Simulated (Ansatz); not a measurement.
C3HN, SMILES `[C-]#[N+]C#C` (charge 0, multiplicity 1).

Cartesian coordinates (Å):
SMILES: [C-]#[N+]C#C
```xyz
5

C      2.4016    -0.2290     0.0258
N      1.2324    -0.0982     0.0132
C     -0.0648     0.0470    -0.0007
C     -1.2568     0.1803    -0.0135
H     -2.3124     0.2984    -0.0248
```
Charge 0, multiplicity 1.

Frozen-core energies in cc-pVDZ from Ansatz (a first-principles code) at a geometry from B3LYP-D3(BJ)/def2-TZVP; the HF reference has <S^2> = 0.00 and the T1 diagnostic is 0.016.

```tsv
level	energy (Ha)	difference from CCSDT(Q) (mHa)
HF	-168.52664	554.36
MP2	-169.03517	45.83
CCSD	-169.05340	27.60
CCSD(T)	-169.07824	2.76
CCSDT	-169.07863	2.37
CCSDT(Q)	-169.08100	0.00
```
